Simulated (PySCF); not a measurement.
# The third ionisation energy along group 13

Calculated with PySCF 2.14 from differences of total energies of unrestricted determinants, without spin-orbit coupling. Values in eV. The last column holds reference values (NIST; (s) semi-empirical, (t) theoretical, else measured). Unmarked ones compare directly (S terms, centres of terms, or small fine structure); those marked * lie between the lowest fine-structure levels and include a spin-orbit shift.

```json
{"element": "B (aug-cc-pwCVDZ, non-relativistic)", "configurations": "[He] 2s1 → 1s2", "MP2 (valence and next inner shell)": "37.835", "SCS-MP2 (valence and next inner shell)": "37.826", "CCSD(T) (valence and next inner shell)": "37.840", "LDA": "37.868", "PBE": "38.256", "r2SCAN": "37.834", "reference": "37.931"}
{"element": "Al (aug-cc-pwCVDZ, non-relativistic)", "configurations": "[Ne] 3s1 → [Ne]", "MP2 (valence and next inner shell)": "28.240", "SCS-MP2 (valence and next inner shell)": "28.192", "CCSD(T) (valence and next inner shell)": "28.254", "LDA": "28.735", "PBE": "28.747", "r2SCAN": "28.325", "reference": "28.448"}
{"element": "Ga (aug-cc-pwCVDZ-PP with ECP10MDF, ECP)", "configurations": "[Ar] 3d10 4s1 → [Ar] 3d10", "MP2 (valence and next inner shell)": "30.585", "SCS-MP2 (valence and next inner shell)": "30.419", "CCSD(T) (valence and next inner shell)": "30.546", "LDA": "31.839", "PBE": "31.451", "r2SCAN": "31.312", "reference": "30.726"}
{"element": "In (aug-cc-pwCVDZ-PP with ECP28MDF, ECP)", "configurations": "[Kr] 4d10 5s1 → [Kr] 4d10", "MP2 (valence and next inner shell)": "27.844", "SCS-MP2 (valence and next inner shell)": "27.633", "CCSD(T) (valence and next inner shell)": "27.749", "LDA": "29.073", "PBE": "28.654", "r2SCAN": "28.369", "reference": "28.044"}
{"element": "Tl (aug-cc-pwCVDZ-PP with ECP60MDF, ECP)", "configurations": "[Xe] 4f14 5d10 6s1 → [Xe] 4f14 5d10", "MP2 (valence and next inner shell)": "29.744", "SCS-MP2 (valence and next inner shell)": "29.504", "CCSD(T) (valence and next inner shell)": "29.544", "LDA": "30.760", "PBE": "30.310", "r2SCAN": "30.135", "reference": "29.852"}
```

```tsv
method	elements	mean error (eV)	mean absolute error (eV)	largest error (eV)
MP2 (valence and next inner shell)	5	-0.150	0.150	-0.207
SCS-MP2 (valence and next inner shell)	5	-0.285	0.285	-0.411
CCSD(T) (valence and next inner shell)	5	-0.213	0.213	-0.308
LDA	5	0.655	0.680	1.114
PBE	5	0.484	0.484	0.726
r2SCAN	5	0.195	0.282	0.586
```

Errors include the incompleteness of the basis and the frozen core.

"Valence" correlates the outer s and p shells and, in groups 3 to 12 and the f block, the outer d or f shell, open or full, or the next shell where the ion has no valence electron left; the wider scheme adds the next inner shell.
